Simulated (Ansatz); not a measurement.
Input for Ansatz (a program for electronic structure): R-B97M-V/def2-TZVPP on C2H6Te (SMILES CC[TeH]). Elements past Kr take the def2 small-core potentials; no spin–orbit coupling.

Ansatz 0.2 input:
```yaml
crystal:
  periodic: [false, false, false]
  atoms:
    - {symbol: C, position_ang: [-0.81526041, 0.59035655, 0.16381082]}
    - {symbol: C, position_ang: [-0.06172326, -0.69842116, -0.11373634]}
    - {symbol: Te, position_ang: [1.98931139, -0.70421327, 0.62016315]}
    - {symbol: H, position_ang: [-1.84249898, 0.51621435, -0.20674067]}
    - {symbol: H, position_ang: [-0.85336438, 0.80656844, 1.23166511]}
    - {symbol: H, position_ang: [-0.34354636, 1.44048917, -0.33070152]}
    - {symbol: H, position_ang: [-0.51622228, -1.55118205, 0.39035955]}
    - {symbol: H, position_ang: [-0.00999325, -0.92674300, -1.17564700]}
    - {symbol: H, position_ang: [2.45329754, 0.52693097, -0.39854766]}
basis:
  gaussian:
    orbitals: def2-TZVPP
hamiltonian:
  xc: {name: B97M-V}
scf: {lower_state_search: off}
```

The head of its log:

```
WARN ansatz: RAYON_NUM_THREADS=1 ignored (pool sized by the plan → 1); use --threads N
Functional definition: B97M-V
these checks for a lower state are left out or cut short: stability, starts, cluster_reference, orbital_swaps, neighbouring_geometries, increment
integrals: 0.11 GiB planned
1100 factors; their error is unknown
mean field: 0.87 GiB planned
mean field evaluation 1: about -9456.0818 eV, gradient 6.2e1 eV
mean field evaluation 2: about -9431.7113 eV, gradient 1.1e2 eV
```

Problem. What total energy does the run end on?

Solution. -347.8601 hartree.
